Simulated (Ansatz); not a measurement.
Ansatz (a quantum-chemistry and plane-wave program) job for F₃OTa, SMILES [Ta]([F])([F])(=[O])[F] (connectivity only; charge and spin as stated), charge -1, multiplicity 2, B3LYP-D3(BJ)/def2-SVPD. 

Ansatz 0.2 input:
```yaml
crystal:
  periodic: [false, false, false]
  atoms:
    - {symbol: Ta, position_ang: [0.00717881, 0.09755422, -0.00000000]}
    - {symbol: O, position_ang: [-0.52349957, 1.73939766, -0.00000001]}
    - {symbol: F, position_ang: [0.47176211, -0.22322884, 1.85364038]}
    - {symbol: F, position_ang: [0.47176211, -0.22322885, -1.85364038]}
    - {symbol: F, position_ang: [-0.53641939, -1.89094668, 0.00000001]}
basis:
  gaussian:
    orbitals: def2-SVPD
hamiltonian:
  xc: b3lyp
  dispersion: d3bj
total_charge: -1
magnetization: {spin_polarized: true, initial_magnetization: 1}
relax: {f_tol: 0.002, max_steps: 200}
```

Log of the run:

```
WARN ansatz: RAYON_NUM_THREADS=1 ignored (pool sized by the plan → 1); use --threads N
Functional definition: B3LYP
integrals: 0.05 GiB planned
1087 factors; their error is unknown
mean field: 0.66 GiB planned
mean field evaluation 1: about -11742.4797 eV, gradient 4.6e1 eV
mean field evaluation 2: about -11571.1529 eV, gradient 1.8e2 eV
mean field evaluation 4: about -11749.8529 eV, gradient 1.9e1 eV
mean field evaluation 8: about -11751.0013 eV, gradient 2.1e-1 eV
mean field evaluation 16: about -11751.0841 eV, gradient 8.5e-4 eV
mean field -11751.08414110 eV, -431.8443770146 hartree, gradient 3.3e-5 eV, S^2 0.751861; 0 other end points of the search recorded, 0 dependent functions left out
the calculation of the forces begins
reference -11751.08439482 eV, -431.8443863385 hartree; 25, 24 occupied and 102, 103 virtual orbitals, 1087 factors
relax step   1: F+E_penalty+E_count = -11751.22247648 eV  Δ(F+E_penalty+E_count) = +0.000e0 eV  max|allowed force component| = 3.099e0 eV/Å  Δτ_max = 0.0000 Å  (37 SCF iters, accepted)
these checks for a lower state are left out or cut short: starts, cluster_reference, orbital_swaps, neighbouring_geometries, increment
integrals: 0.05 GiB planned
1087 factors; their error is unknown
mean field: 0.66 GiB planned
mean field evaluation 32: about -11751.2789 eV, gradient 2.0e-5 eV
mean field -11751.27891300 eV, -431.8515347498 hartree, gradient 2.0e-5 eV, S^2 0.751786; 0 other end points of the search recorded, 0 dependent functions left out
the calculation of the forces begins
reference -11751.27916912 eV, -431.8515441620 hartree; 25, 24 occupied and 102, 103 virtual orbitals, 1087 factors
relax step   2: F+E_penalty+E_count = -11751.41632956 eV  Δ(F+E_penalty+E_count) = -1.939e-1 eV  max|allowed force component| = 6.761e-1 eV/Å  Δτ_max = 0.1775 Å  (51 SCF iters, accepted)
these checks for a lower state are left out or cut short: starts, cluster_reference, orbital_swaps, neighbouring_geometries, increment
integrals: 0.05 GiB planned
1087 factors; their error is unknown
mean field: 0.66 GiB planned
mean field -11751.30692352 eV, -431.8525641173 hartree, gradient 1.3e-5 eV, S^2 0.751666; 0 other end points of the search recorded, 0 dependent functions left out
the calculation of the forces begins
reference -11751.30717766 eV, -431.8525734569 hartree; 25, 24 occupied and 102, 103 virtual orbitals, 1087 factors
relax step   3: F+E_penalty+E_count = -11751.44493449 eV  Δ(F+E_penalty+E_count) = -2.860e-2 eV  max|allowed force component| = 5.211e-1 eV/Å  Δτ_max = 0.0884 Å  (46 SCF iters, accepted)
these checks for a lower state are left out or cut short: starts, cluster_reference, orbital_swaps, neighbouring_geometries, increment
integrals: 0.05 GiB planned
1087 factors; their error is unknown
mean field: 0.66 GiB planned
mean field -11751.30412921 eV, -431.8524614286 hartree, gradient 2.3e-5 eV, S^2 0.751623; 0 other end points of the search recorded, 0 dependent functions left out
the calculation of the forces begins
reference -11751.30438328 eV, -431.8524707655 hartree; 25, 24 occupied and 102, 103 virtual orbitals, 1087 factors
relax step   4: F+E_penalty+E_count = -11751.44252179 eV  Δ(F+E_penalty+E_count) = +2.413e-3 eV  max|allowed force component| = 2.666e-1 eV/Å  Δτ_max = 0.0509 Å  (45 SCF iters, rejected (line search))
these checks for a lower state are left out or cut short: starts, cluster_reference, orbital_swaps, neighbouring_geometries, increment
integrals: 0.05 GiB planned
1087 factors; their error is unknown
mean field: 0.66 GiB planned
mean field -11751.31029246 eV, -431.8526879238 hartree, gradient 1.4e-5 eV, S^2 0.751649; 0 other end points of the search recorded, 0 dependent functions left out
the calculation of the forces begins
reference -11751.31054658 eV, -431.8526972625 hartree; 25, 24 occupied and 102, 103 virtual orbitals, 1087 factors
relax step   5: F+E_penalty+E_count = -11751.44845407 eV  Δ(F+E_penalty+E_count) = -3.520e-3 eV  max|allowed force component| = 4.343e-2 eV/Å  Δτ_max = 0.0165 Å  (40 SCF iters, accepted)
these checks for a lower state are left out or cut short: starts, cluster_reference, orbital_swaps, neighbouring_geometries, increment
integrals: 0.05 GiB planned
1087 factors; their error is unknown
mean field: 0.66 GiB planned
mean field evaluation 64: about -11751.3103 eV, gradient 2.1e-5 eV
mean field -11751.31033761 eV, -431.8526895829 hartree, gradient 2.1e-5 eV, S^2 0.751650; 0 other end points of the search recorded, 0 dependent functions left out
the calculation of the forces begins
reference -11751.31059171 eV, -431.8526989211 hartree; 25, 24 occupied and 102, 103 virtual orbitals, 1087 factors
relax step   6: F+E_penalty+E_count = -11751.44848129 eV  Δ(F+E_penalty+E_count) = -2.722e-5 eV  max|allowed force component| = 2.604e-2 eV/Å  Δτ_max = 0.0040 Å  (42 SCF iters, accepted)
these checks for a lower state are left out or cut short: starts, cluster_reference, orbital_swaps, neighbouring_geometries, increment
integrals: 0.05 GiB planned
1087 factors; their error is unknown
mean field: 0.66 GiB planned
mean field -11751.31035784 eV, -431.8526903265 hartree, gradient 2.0e-5 eV, S^2 0.751648; 0 other end points of the search recorded, 0 dependent functions left out
the calculation of the forces begins
reference -11751.31061194 eV, -431.8526996645 hartree; 25, 24 occupied and 102, 103 virtual orbitals, 1087 factors
relax step   7: F+E_penalty+E_count = -11751.44850773 eV  Δ(F+E_penalty+E_count) = -2.644e-5 eV  max|allowed force component| = 9.096e-4 eV/Å  Δτ_max = 0.0015 Å  (43 SCF iters, accepted)
integrals: 0.05 GiB planned
1087 factors; their error is unknown
mean field: 0.66 GiB planned
mean field evaluation 96: about -11750.4945 eV, gradient 4.7e0 eV
mean field -11751.31035784 eV, -431.8526903265 hartree, gradient 2.1e-5 eV, S^2 0.751648; 2 other end points of the search recorded, 0 dependent functions left out
the calculation of the forces begins
reference -11751.31061194 eV, -431.8526996645 hartree; 25, 24 occupied and 102, 103 virtual orbitals, 1087 factors
Total energy: -11751.44876183 eV, -431.8577765791 hartree
Atom 0 at     0.076518     0.033962    -0.000000 Å, force    -0.000661     0.000301    -0.000000 eV/Å
Atom 1 at    -0.704519     1.616792    -0.000000 Å, force     0.000107    -0.000334     0.000000 eV/Å
Atom 2 at     0.631252    -0.186120     1.859166 Å, force     0.000226    -0.000126     0.000910 eV/Å
Atom 3 at     0.631252    -0.186120    -1.859166 Å, force     0.000226    -0.000126    -0.000910 eV/Å
Atom 4 at    -0.743718    -1.778966     0.000000 Å, force     0.000101     0.000285     0.000000 eV/Å
Dipole moment:     0.153421    -0.191304    -0.000000 e Å
```

The run converged.

Cost: around 70 core-seconds (rough).
